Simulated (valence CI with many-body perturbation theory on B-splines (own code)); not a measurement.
# Questions on Ru³⁸⁺

Method: configuration interaction combined with many-body perturbation theory (CI+MBPT): four valence electrons over a frozen Dirac-Fock core [He], a basis of 9 s, 9 p, 8 d, 6 f, 3 g, 1 h functions for each j, with the one-electron correlation potential Σ1 (screened to all orders), the two-electron term Σ2, the three-electron term Σ3, Breit, model QED; selected single and double excitations, second order for the rest, scaled by the run's own slope (own B-spline code, finite nucleus).

No measured spectrum was set against this ion. As an estimate, large intervals hold to a few tenths of a per cent, small ones and those within an open d or f shell to about a per cent. Among the levels kept, up to 990 cm⁻¹ of a level comes from second order outside the variational space, and about a tenth of that is noise between levels of different J, which matters for small intervals.

Levels are named by their leading jj configuration (3d3/2^4 stands for four electrons in 3d with j = 3/2), which in mixed levels can hold well under half, so a name can repeat and another be missing.

Rates and lifetimes use the calculated energies. Strong lines usually hold to 10 to 20 %, long lifetimes can be off by a factor of two.

Q: What is the ground level?

A: (2s^2 2p1/2^2) J=0, composition 74 % 2s²2p² ³P + 26 % 2s²2p² ¹S.

Q: How well does LS coupling describe the low levels?

A: Among the lowest 20 levels the leading LS term, summed over configurations, holds 65 % on average. For single configurations the figures are 65 % in LS and 97 % in jj coupling. Terms mix most in the J = 1 level at 453.3 eV, where the leading one holds 36 %.

Q: Among levels below 3450.9 eV, which E1 lines absorb most strongly from the ground level?

A: to (2s^2 2p1/2 3d3/2) J=1 at 0.3736 nm, f = 1.43; to (2s 2p1/2^2 3p3/2) J=1 at 0.3654 nm, f = 0.401; to (2s 2p1/2^2 2p3/2) J=1 at 3.934 nm, f = 0.134.

Q: Where does the other parity begin?

A: At (2s 2p1/2^2 2p3/2) J=2, 265.0 eV.

Q: What are the static dipole polarisabilities of the lowest levels?

A: (2s^2 2p1/2^2) J=0 0.00119; (2s^2 2p1/2 2p3/2) J=1 0.00148 (tensor 8.0e-05) bohr³, of which the core gives 2.22e-06.

Q: Name the longest-lived excited levels whose lifetime is computed, and their main decay.

A: (2s^2 2p1/2 2p3/2) J=2 at 141.9 eV lives 65.5 μs, mostly by E2 to (2s^2 2p1/2^2) J=0; (2s^2 2p1/2 2p3/2) J=1 at 128.9 eV lives 67.4 ns, mostly by M1 to (2s^2 2p1/2^2) J=0; (2s^2 2p3/2^2) J=2 at 280.0 eV lives 35.8 ns, mostly by M1 to (2s^2 2p1/2 2p3/2) J=1.

Q: What is the ionisation energy?

A: 5656.5 eV; NIST lists 5647 ± 6 eV (semi-empirical).
